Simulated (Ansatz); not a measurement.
Molecule: SiHSCl2, charge 0, multiplicity 2. SMILES: S[Si](Cl)Cl
Structure (B3LYP-D3(BJ)/def2-TZVP (Ansatz, a program for electronic structure) minimum search):
```xyz
5

S      1.4157    -0.3135     1.3676
Si     0.1035    -0.4378    -0.3232
Cl    -1.7960    -0.5839     0.4709
Cl     0.2312     1.2450    -1.5273
H      2.5013    -0.0934     0.6032
```
Charge 0, spin multiplicity 2.

Property: enthalpy of formation at 298 K, in kcal/mol. Set-up: 6-311+G** with 5d, 6d on Na to Ar in Ansatz; LANL2DZ with its own core potentials from Na on; open shells spin-unrestricted; six Cartesian d functions in 6-31G* and its kin unless marked 5d; no spin-orbit coupling; frozen cores in correlated levels; non-relativistic. CBS(X,Y): correlation extrapolated as X^-3; Hartree-Fock from the larger set. Ab initio and DFT rows: single points at B3LYP-D3(BJ) geometries (Ansatz), with unscaled harmonic terms from B3LYP/6-31G* (Ansatz) at its own minima, enthalpies of formation by atomisation with measured atoms.

Coupled cluster (Ansatz) is a level with limits of its own, used here on species with T1 under 0.025 (0.045 for open shells) and stable references: CCSD(T)/CBS(aug-cc-pV(T+d)Z,aug-cc-pV(Q+d)Z).

Value to compare with, CCSD(T)/CBS(aug-cc-pV(T+d)Z,aug-cc-pV(Q+d)Z) (Ansatz): -58.7 kcal/mol.

| level | program | enthalpy of formation at 298 K (kcal/mol) | difference |
|---|---|---|---|
| MP2/STO-3G | Ansatz | -36.9 | 21.8 |
| MP2/3-21G | Ansatz | 75.2 | 133.9 |
| MP2/LANL2DZ | Ansatz | 82.6 | 141.3 |
| MP2/6-31G* | Ansatz | -11.0 | 47.7 |
| MP2/6-311+G** | Ansatz | -22.0 | 36.7 |

Among the 5 habitual levels, MP2/LANL2DZ lies farthest from CCSD(T)/CBS(aug-cc-pV(T+d)Z,aug-cc-pV(Q+d)Z) (Ansatz) (141.3 kcal/mol) and MP2/STO-3G nearest (21.8); 5 of 5 lie above it, and their mean absolute difference is 76.3 kcal/mol, the median 47.7. One case shows no general order.

The sets are all those run for this method; left out are runs that failed, that the program found above a lower state of the same kind, or whose <S^2> lies over 0.5 above the pure value.
